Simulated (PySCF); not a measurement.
Vertical excitation energies

Species: GeH3(OiPr), C3H10GeO.
SMILES: `[H][Ge]([H])([H])[O]C(C)C`

Theory: PySCF 2.14.0, density-fitted response routines, TDDFT CAM-B3LYP/def2-SVPD, vertical, gas phase, core orbitals frozen in the response. The structure is a single PBE0-D3(BJ)/def2-SVP conformer in the gas phase; no vibrational or solvent corrections. Relativistic effects, spin–orbit coupling among them, are left out although an element past zinc is present.

Question: What does the calculation give for the low-lying excited states?

Answer: 

```tsv
state	E (eV)	E (hartree)	f	|μ| (D)	main configurations (H = HOMO, L = LUMO)
S1	6.75	0.2481	0.0037	0.38	H→L+1 (69%), H→L (22%)
S2	7.33	0.2694	0.025	0.95	H→L (70%), H→L+1 (25%)
S3	7.61	0.2798	0.054	1.36	H-1→L+1 (74%), H-1→L (14%)
S4	8.02	0.2948	0.0094	0.56	H→L+3 (55%), H→L+2 (24%), H→L+5 (9%)
S5	8.11	0.2981	0.024	0.88	H-1→L (53%), H-1→L+1 (17%), H→L+4 (13%)
S6	8.28	0.3044	0.029	0.97	H→L+2 (38%), H→L+3 (26%), H-1→L (12%)
S7	8.48	0.3116	0.0098	0.55	H→L+4 (38%), H-2→L+1 (34%), H-2→L (9%)
S8	8.62	0.3166	0.041	1.13	H→L+4 (27%), H-2→L+1 (20%), H→L+2 (16%)
S9	8.66	0.3181	0.042	1.14	H→L+5 (54%), H→L+6 (16%)
S10	8.82	0.3240	0.037	1.05	H-1→L+2 (31%), H-3→L+1 (20%), H-2→L (15%)
S11	8.83	0.3246	0.0057	0.41	H-1→L+3 (45%), H-1→L+2 (14%), H-3→L (10%)
S12	8.94	0.3285	0.045	1.15	H→L+6 (30%), H-1→L+3 (19%), H-1→L+2 (12%)
S13	8.96	0.3294	0.0038	0.33	H→L+6 (25%), H-1→L+4 (16%), H→L+5 (14%)
S14	9.06	0.3329	0.141	2.03	H-2→L (50%), H-2→L+1 (16%), H-1→L+2 (10%)
S15	9.23	0.3392	0.0031	0.30	H-1→L+4 (48%), H-1→L+2 (14%), H-1→L+3 (12%)
```

Triplets (Tamm–Dancoff): T1 6.37 eV, H→L+1 (54%), H→L (31%); T2 7.05 eV, H→L (48%), H→L+1 (33%); T3 7.14 eV, H-1→L+1 (52%), H-1→L (27%); T4 7.70 eV, H-1→L (28%), H-1→L+1 (18%), H→L+4 (9%).

The lowest singlet lies at 6.75 eV (184 nm, vacuum ultraviolet) and is very weak; its leading configuration is HOMO→LUMO+1 (69%). The most intense listed level is S14 at 9.06 eV (137 nm, f = 0.141), 2.31 eV above S1. Löwdin shares by element: HOMO oxygen 54%, carbon 20% or more, germanium 9% (atoms not listed hold the other 17%); LUMO germanium 52%, hydrogen 37% or more. The listed states span 2.48 eV, and the widest gap between neighbours is 0.58 eV (S1 to S2). Orbital energies (eV): HOMO-3 -11.18, HOMO-2 -10.91, HOMO-1 -9.80, HOMO -9.11, LUMO 0.97, LUMO+1 1.05, LUMO+2 1.89. Of the 15 states listed, 9 reach f = 0.01 and none stays under 0.0005. The vertical ionisation energy (ΔSCF) is 9.82 eV, 0.59 eV above S15. The window holds the lowest 15 singlets.

The run took 2.6 min (with the writing of density and orbital grids) on an AMD EPYC 7R43 with one thread, shared host with 256 logical CPUs at a one-minute load of 156, and the process peaked at 1.2 GiB of memory.
